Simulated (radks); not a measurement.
Isoelectronic series with 44 electrons, all held in the configuration [Kr] 4d7 5s1, which need not be the ground one along the series. Calculated with a radial shooting solver on a logarithmic mesh with Libxc functionals: non-relativistic Kohn-Sham, TPSS, spin-polarised, spherical densities, point nucleus; open shells are filled with parallel spins first (spin-orbit coupling, left out, can overturn this in heavy ions); meta-GGA in the generalised Kohn-Sham scheme. Total energies (hartree) and screening constants sigma, defined by e = -(Z - sigma)^2 / (2 n^2) hartree (* marks an orbital that is empty in some or all of the ions):

ion    E (hartree)  5s down*  4d down   5s up   4d up
Ru     -4443.49378    41.741   41.829  41.182  41.284
Rh+    -4687.51609    40.644   40.716  40.284  40.379
Pd2+   -4938.67102    39.973   40.040  39.680  39.771
Ag3+   -5196.92345    39.476   39.541  39.217  39.306
Cd4+   -5462.25072    39.078   39.143  38.842  38.931
In5+   -5734.63692    38.747   38.814  38.526  38.617
Sn6+   -6014.07016    38.464   38.535  38.256  38.349
Sb7+   -6300.54118    38.218   38.292  38.019  38.115
Te8+   -6594.04260    38.001   38.080  37.809  37.910
I9+    -6894.56835    37.808   37.890  37.622  37.726
Xe10+  -7202.11340    37.633   37.721  37.453  37.561
Cs11+   -7516.6735    37.475   37.567  37.299  37.412
Ba12+   -7838.2450    37.331   37.427  37.159  37.276
La13+   -8166.8247    37.198   37.300  37.030  37.151
Ce14+   -8502.4100    37.076   37.182  36.911  37.036
Pr15+   -8844.9984    36.963   37.073  36.801  36.930
Nd16+   -9194.5879    36.858   36.973  36.698  36.832
Pm17+   -9551.1765    36.760   36.879  36.602  36.740
Sm18+   -9914.7626    36.668   36.792  36.513  36.654
Eu19+  -10285.3447    36.582   36.710  36.429  36.574
Gd20+  -10662.9216    36.502   36.633  36.350  36.499
Tb21+  -11047.4919    36.426   36.561  36.276  36.428
Dy22+  -11439.0546    36.354   36.493  36.205  36.361
Ho23+  -11837.6086    36.286   36.429  36.139  36.298
